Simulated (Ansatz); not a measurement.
Reaction (redistribution): `[Cl][GeH]([Cl])[Cl]` + `FBOC(F)(F)F` → `F[C](F)(F)[Ge]([Cl])([Cl])[Cl]` + `OBF`

Computed with Ansatz on PBE0-D4/def2-TZVP structures; ΔE is electronic, products minus reactants. CBS: MP2 limit from def2 TZ/QZ plus the TZ coupled-cluster correction, frozen cores. This one scheme is used for every species. For Ge outer-core shells are correlated without core-valence functions, which leaves a few kJ/mol of doubt a bond. Scalar relativity is left out up to krypton. Each species was taken in one conformer, which may not be the lowest.

```json
{"species": "`[Cl][GeH]([Cl])[Cl]`", "CCSD(T)/CBS(def2) energy (Eh)": "-3456.16971"}
{"species": "`FBOC(F)(F)F`", "CCSD(T)/CBS(def2) energy (Eh)": "-537.90160"}
{"species": "`F[C](F)(F)[Ge]([Cl])([Cl])[Cl]`", "CCSD(T)/CBS(def2) energy (Eh)": "-3792.99499"}
{"species": "`OBF`", "CCSD(T)/CBS(def2) energy (Eh)": "-201.07426"}
```

(1) Work out ΔE.

Largest T1 diagnostic among the species: 0.013.

Results:

(1) ΔE = (-3792.99499) + (-201.07426) − (-3456.16971) − (-537.90160) = 0.00206 Eh = +5.4 kJ/mol.

From r2SCAN to r2SCAN0 (25 % exact exchange), in def2-TZVPP and without D4, ΔE moves by +9.4 kJ/mol. At CCSD(T), def2-SVP lies +21.4 kJ/mol from the extrapolated value and def2-TZVPP +1.4 kJ/mol.
